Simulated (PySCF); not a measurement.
A PySCF script (with the pyscf-properties extension) for the NMR shieldings of SMILES [SiH3]O[SiH2]OCc1cccs1, C5H10O2SSi2, on a GFN2-xTB geometry:

```python
import basis_set_exchange as bse
import numpy as np
from pyscf import gto, dft
from pyscf.prop import nmr

atoms = """
Si   -4.231266    0.235107   -1.168297
O    -2.666543    0.118585   -0.790633
Si   -1.329592    0.211715    0.096134
O    -0.568610   -1.161548   -0.287996
C     0.634877   -1.658416    0.224825
C     1.698393   -0.617476    0.296708
C     2.531079   -0.195169   -0.692840
C     3.368660    0.870787   -0.294420
C     3.153353    1.246460    0.990854
S     1.922880    0.308063    1.740713
H    -4.262884    0.212751   -2.627787
H    -4.723511    1.500020   -0.621360
H    -4.931620   -0.901461   -0.572370
H    -1.677284    0.265846    1.515430
H    -0.614017    1.402901   -0.353806
H     0.951722   -2.468423   -0.442329
H     0.454720   -2.073522    1.224480
H     2.547067   -0.635680   -1.673577
H     4.096078    1.331818   -0.937949
H     3.641349    2.018322    1.551793
"""
names = dict.fromkeys(["Si", "O", "C", "S", "H"], "pcSseg-1")
basis = {el: gto.basis.parse(bse.get_basis(n, elements=[el], fmt="nwchem")) for el, n in names.items()}
mol = gto.M(atom=atoms, basis=basis, charge=0, verbose=0)
mf = dft.RKS(mol, xc="PBE0")
mf.grids.level = 2
mf.grids.alignment = dft.numint.BLKSIZE   # the property module wants whole blocks of grid points
mf.conv_tol = 1e-9
mf.kernel()

calc = nmr.RKS(mf)   # GIAO
C = mf.mo_coeff
Co = C[:, mf.mo_occ > 0]
resp = mf.gen_response(singlet=True, hermi=2)
def vind(x):   # induced exchange potential for any number of trial vectors
    d = np.einsum("pi,xij,qj->xpq", C, 2 * x.reshape(-1, C.shape[1], Co.shape[1]), Co, optimize=True)
    return np.einsum("xpq,pi,qj->xij", resp(d - d.transpose(0, 2, 1)), C, Co, optimize=True).ravel()
mo1, _ = nmr.rhf.solve_mo1(calc, with_cphf=vind)
sigma = calc.kernel(mo1)
for i, s in enumerate(sigma):   # ppm
    print("%2d %-2s %9.2f" % (i, mol.atom_pure_symbol(i), np.trace(s) / 3))
```

Question: What are the results?

Answer: 
```
 0 Si    395.10
 1 O     312.30
 2 Si    391.53
 3 O     263.91
 4 C     125.16
 5 C      34.71
 6 C      52.77
 7 C      53.73
 8 C      52.01
 9 S     276.60
10 H      26.63
11 H      26.62
12 H      26.57
13 H      26.79
14 H      27.56
15 H      26.45
16 H      26.61
17 H      24.28
18 H      24.44
19 H      24.55
```

These numbers come from an equivalent density-fitted implementation of the same equations, which agrees with the script to about 0.01 ppm for H and up to a few tenths of a ppm for heavy atoms, so last digits may differ.

Question: Turn these shieldings into chemical shifts. Shifts are taken against calculated references (same method and geometry level): 29Si (σ = 349.16 ppm) and 13C (σ = 186.93 ppm) and 1H (σ = 31.72 ppm) against TMS; 17O (σ = 336.08 ppm) against H2O; CS2 for 33S (σ = 503.73 ppm).

Answer: Averaging equivalent atoms: Si 2: -42.4; Si 0: -45.9; O 3: 72.2; O 1: 23.8; C 5: 152.2; C 8: 134.9; C 6: 134.2; C 7: 133.2; C 4: 61.8; S 9: 227; H 17: 7.43; H 18: 7.27; H 19: 7.16; H 15/16: 5.19; H 10/11/12: 5.11; H 13/14: 4.54 ppm. Experimental scales use liquid or dissolved standards, which lie at an offset from isolated H2O (liquid H2O: subtract about 36 ppm).

Size and cost of the density-fitted run: 241 basis functions, 65 s wall time on 1 thread of an Arm Neoverse V1, shared host; peak memory 1.1 GiB.
